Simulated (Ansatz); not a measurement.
`BO[SiH](C)F` + `C=C[Se]CC` → `B[Se]C=C` + `CCO[SiH](C)F`  (redistribution)

Gas-phase electronic energies from Ansatz, PBE0-D4/def2-TZVP geometries. CCSD(T)/CBS adds triple-zeta CCSD(T) − MP2 to the extrapolated MP2 energy (def2 sets, frozen cores). Functionals use def2-TZVPP. B3LYP here is the variant with VWN-RPA as its local correlation; programs differ in this. For Se outer-core shells are correlated without core-valence functions, which leaves a few kJ/mol of doubt a bond. Scalar relativity is left out up to krypton. One conformer a species, not always the lowest.

**Question.** Is it downhill or uphill in electronic energy at CCSD(T)/CBS, and by how much? (An estimate is asked.)

**Answer.** Ansatz gave: Uphill: ΔE = +20.3 kcal/mol.

**Question.** What do these levels give: B3LYP-D4, B2PLYP, r2SCAN, MP2/def2-TZVPP, CCSD(T)/def2-TZVPP, HF/def2-QZVPP? (Estimate.)

**Answer.** The calculation gave: B3LYP-D4 20.2, B2PLYP 20.2, r2SCAN 19.1, MP2/def2-TZVPP 21.9, CCSD(T)/def2-TZVPP 20.2, HF/def2-QZVPP 20.3 kcal/mol.

Largest T1 diagnostic among the species: 0.013.

The D4 term adds +1.0 kcal/mol with B3LYP and +0.5 kcal/mol with PBE0; it sums over pairs of atoms, weighted by their polarisabilities, and B3LYP, whose exchange is more repulsive, gets the larger term.
